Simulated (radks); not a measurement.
Values are calculated unless marked as measured or tabulated.
Isoelectronic series with 39 electrons, all held in the configuration [Kr] 4d1 5s2, which need not be the ground one along the series. Code: a radial shooting solver on a logarithmic mesh with Libxc functionals. Model: Dirac Kohn-Sham, BLYP, spin-unpolarised, spherical densities, point nucleus; open shells fill j = l - 1/2 first. Total energies (hartree) and orbital eigenvalues (hartree) (* marks an orbital that is empty in some or all of the ions):

[
 {"ion": "Ru5+", "E (hartree)": "-4524.87188", "4d5/2*": "-2.78879", "5s1/2": "-2.03131", "4d3/2": "-2.80948"},
 {"ion": "In10+", "E (hartree)": "-5848.18192", "4d5/2*": "-7.40077", "5s1/2": "-5.17503", "4d3/2": "-7.45413"},
 {"ion": "Xe15+", "E (hartree)": "-7360.39360", "4d5/2*": "-13.69391", "5s1/2": "-9.45974", "4d3/2": "-13.80205"},
 {"ion": "Pr20+", "E (hartree)": "-9067.3552", "4d5/2*": "-21.61085", "5s1/2": "-14.87024", "4d3/2": "-21.80364"},
 {"ion": "Gd25+", "E (hartree)": "-10976.2430", "4d5/2*": "-31.12789", "5s1/2": "-21.41726", "4d3/2": "-31.44421"},
 {"ion": "Tm30+", "E (hartree)": "-13095.7286", "4d5/2*": "-42.23421", "5s1/2": "-29.12538", "4d3/2": "-42.72325"},
 {"ion": "W35+", "E (hartree)": "-15436.2755", "4d5/2*": "-54.92522", "5s1/2": "-38.02988", "4d3/2": "-55.64785"},
 {"ion": "Au40+", "E (hartree)": "-18010.5714", "4d5/2*": "-69.19981", "5s1/2": "-48.17653", "4d3/2": "-70.23002"}
]
